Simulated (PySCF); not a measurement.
Species: C3H9GaN2.
SMILES with atom numbers: `[CH3:1][C:2]#[N+:3][GaH2-:4][CH2:5][NH2:6]` (hydrogens: H7, H8, H9 on C1; H10, H11 on Ga4; H12, H13 on C5; H14, H15 on N6)
Bond orders are those of one Lewis drawing.

Computed by this run: PBE0-D3(BJ)/def2-SVP geometry optimisation, gas phase (PySCF 2.14.0); density fitting, grid level 1; the optimiser is geomeTRIC in internal coordinates, started from a GFN2-xTB structure.

Step 5: E = -58589.5176 eV
```
atom  x, y, z in Å  |  force x, y, z in eV/Å
C1      2.7767    0.3786   -0.4138    0.028  -0.023   0.029
C2      1.7110   -0.3236    0.2647   -0.076   0.114  -0.073
N3      0.8276   -0.8425    0.7899    0.021  -0.177   0.153
Ga4    -1.1940   -1.1488    1.4244    0.101   0.154  -0.091
C5     -1.8704   -0.1768   -0.1951   -0.239  -0.278  -0.045
N6     -1.2427    1.1171   -0.4033    0.144   0.173   0.038
H7      3.3202   -0.3057   -1.0799   -0.006   0.007  -0.021
H8      2.3325    1.1939   -1.0031   -0.027  -0.008  -0.003
H9      3.4786    0.7976    0.3209    0.002   0.013  -0.005
H10    -1.3514   -2.7158    1.4841    0.018  -0.010   0.005
H11    -1.1182   -0.3164    2.7718   -0.009  -0.014   0.016
H12    -2.9830   -0.1534   -0.1313    0.051   0.054  -0.013
H13    -1.6457   -0.8314   -1.0575   -0.005   0.027   0.007
H14    -1.6999    1.6333   -1.1550    0.005  -0.022  -0.001
H15    -1.3492    1.6972    0.4278   -0.007  -0.010   0.005
```

Step 6: E = -58589.5259 eV
```
atom  x, y, z in Å  |  force x, y, z in eV/Å
C1      2.4944    0.4887   -0.4269    0.169  -0.031   0.057
C2      1.6044   -0.3611    0.3272   -0.085   0.214  -0.183
N3      0.8206   -0.9790    0.9012   -0.010  -0.376   0.347
Ga4    -1.2514   -1.2041    1.4758    0.341   0.267  -0.185
C5     -1.7078   -0.1819   -0.2008   -0.574  -0.313  -0.079
N6     -0.8868    0.9784   -0.4971    0.259   0.237   0.127
H7      3.0370   -0.0989   -1.1794   -0.012   0.007  -0.054
H8      1.8721    1.2514   -0.9170   -0.055  -0.052  -0.028
H9      3.2226    0.9660    0.2431    0.015   0.031   0.005
H10    -1.5243   -2.7510    1.5212   -0.021  -0.030  -0.023
H11    -1.1664   -0.3823    2.8264   -0.048   0.011   0.019
H12    -2.7985    0.0482   -0.1325    0.129  -0.007  -0.021
H13    -1.6180   -0.9083   -1.0308   -0.014   0.044   0.023
H14    -1.3255    1.5751   -1.1973   -0.001  -0.031  -0.024
H15    -0.7804    1.5619    0.3316   -0.091   0.030   0.019
```

**Question.** Estimate the geometry and energy of step 7. (The exact step hangs on the optimiser's Hessian estimate; all steps are aligned on step 6, rigid shifts and turns removed.)

**Answer.** E = -58589.5436 eV, largest force 0.263 eV/Å
```
atom  x, y, z in Å  |  force x, y, z in eV/Å
C1      2.6459    0.4236   -0.4226    0.046  -0.034   0.020
C2      1.6675   -0.3485    0.3067   -0.093   0.104  -0.080
N3      0.8358   -0.9188    0.8632    0.000  -0.191   0.181
Ga4    -1.2137   -1.1724    1.4482    0.139   0.152  -0.150
C5     -1.7968   -0.1823   -0.2060   -0.237  -0.103  -0.026
N6     -1.0792    1.0657   -0.4353    0.198   0.082   0.077
H7      3.1872   -0.2183   -1.1310   -0.003   0.005  -0.028
H8      2.1016    1.2065   -0.9703   -0.028   0.009  -0.009
H9      3.3656    0.8808    0.2707   -0.006   0.024  -0.006
H10    -1.4187   -2.7325    1.5045   -0.004  -0.020  -0.002
H11    -1.1464   -0.3456    2.7986   -0.025   0.008   0.003
H12    -2.9025   -0.0565   -0.1539    0.053  -0.041   0.013
H13    -1.6181   -0.8624   -1.0592   -0.008   0.019   0.022
H14    -1.5236    1.6161   -1.1695    0.004  -0.018  -0.013
H15    -1.1126    1.6480    0.4004   -0.034   0.002  -0.003
```

The energy changes by -0.0177 eV. The first-order estimate −F·Δx gives -0.0533 eV and the mean of the old and new forces, exact on a quadratic surface, -0.0229 eV. The step makes an angle of 86° with the force vector and moves no atom by more than 0.350 Å.

What follows is the cost of the whole optimisation. On one thread of an Intel Xeon Platinum 8488C, on a shared host, this took 2.0 min of wall time and 0.64 GiB of memory at its peak.
